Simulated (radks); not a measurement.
Task: Coherent X-ray form factor from a spherical all-electron density. Calculated with a radial shooting solver on a logarithmic mesh with Libxc functionals: non-relativistic Kohn-Sham, exchange-only PBE, spin-polarised, spherical densities, point nucleus.

sin(theta)/lambda (1/angstrom),f0 (electrons)
0.05,24.271
0.1,22.600
0.15,20.735
0.2,18.960
0.25,17.301
0.3,15.749
0.4,13.003
0.5,10.830
0.6,9.239
0.8,7.349
1,6.323
1.25,5.354
1.5,4.442
2,2.922

The species is in the configuration that NIST lists as its ground one. Which atom or ion scatters so?

Result: Neutral manganese, [Ar] 3d5 4s2. Extrapolating in s^2 from the first two rows gives f0(0) = 24.8, near the electron count 25; among species with that count, the fall with angle is slower the higher Z, and the table is that of Z = 25; from so few rows the species is fixed only to a neighbour or two.
